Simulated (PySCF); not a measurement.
UHF on V⁻ (vanadium, charge -1), [Ar] 3d4 4s2, high-spin 5D determinant. Calculation: PySCF 2.14, in aug-cc-pVDZ; no relativity, point nucleus.

```
cycle= 1 E= -942.873206535699  delta_E= -0.00322  |g|= 0.0177  |ddm|= 0.0446
cycle= 2 E= -942.873314416316  delta_E= -0.000108  |g|= 0.00369  |ddm|= 0.0127
cycle= 3 E= -942.873321832197  delta_E= -7.42e-06  |g|= 0.000517  |ddm|= 0.00952
cycle= 4 E= -942.873322423134  delta_E= -5.91e-07  |g|= 0.000272  |ddm|= 0.00443
cycle= 5 E= -942.87332265126  delta_E= -2.28e-07  |g|= 0.000107  |ddm|= 0.00272
cycle= 6 E= -942.873322737365  delta_E= -8.61e-08  |g|= 2.08e-05  |ddm|= 0.00316
cycle= 7 E= -942.873322741831  delta_E= -4.47e-09  |g|= 1.16e-05  |ddm|= 0.00119
cycle= 8 E= -942.873322744356  delta_E= -2.53e-09  |g|= 5.12e-06  |ddm|= 0.00145
cycle= 9 E= -942.873322744838  delta_E= -4.82e-10  |g|= 1.32e-06  |ddm|= 0.000789
converged SCF energy = -942.873322744838  <S^2> = 6.4197839  2S+1 = 5.1651849
```

Highest occupied orbital energy: 0.214 eV; ⟨L²⟩ = 6.02; populations by l: s 8.00, p 12.00, d 4.00, f 0.00.

(1) Can this result be used?

Answers

(1) With care. The run converged. ⟨S²⟩ = 6.42 against 6.00 shows spin contamination. At UHF the highest occupied level has a positive energy, so only the finite basis holds that electron.
